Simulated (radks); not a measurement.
The numbers below are computed, except where a source is named.
Question: Radial electron density D(r) = 4 pi r^2 rho(r) of an atom or ion with 40 electrons. Code: a radial shooting solver on a logarithmic mesh with Libxc functionals. Model: scalar-relativistic Kohn-Sham, AM05, spin-unpolarised, spherical densities, point nucleus.

r (bohr)  D(r) (e/bohr)
0.001745          2.631
0.002309          4.254
0.003079          6.858
0.004074          10.68
0.005434          16.35
0.00719           23.81
0.009513          33.01
0.01269           43.21
0.01679           51.63
0.02221           55.78
0.02963           54.04
0.0392            49.16
0.05186           48.26
0.06917           56.93
0.09153           68.11
0.1221            66.69
0.1615            51.89
0.2137            44.91
0.285             52.85
0.3771            49.95
0.499             28.98
0.6656            14.39
0.8806            13.73
1.165             11.58
1.554             5.460
2.056             1.519
2.743            0.2335
3.629           0.01874
4.801         0.0005393

What is the nuclear charge?

Answer: Z = 44. The innermost maximum, from 1s, lies near gamma/Z bohr with gamma = sqrt(1 - (Z/c)^2) = 0.947, here 0.0215 bohr (found: 0.0235), and its height grows with Z. The density is that of the ruthenium ion Ru4+ in [Kr] 4d4; the configuration itself is not fixed sharply by these data, and Z only to a few units. D(r) has 4 maxima, at r = 0.0235, 0.104, 0.319, 0.917 bohr, and minima at 0.0467, 0.205, 0.756 bohr, inside which lie 2.02, 11.08, 29.20 electrons.
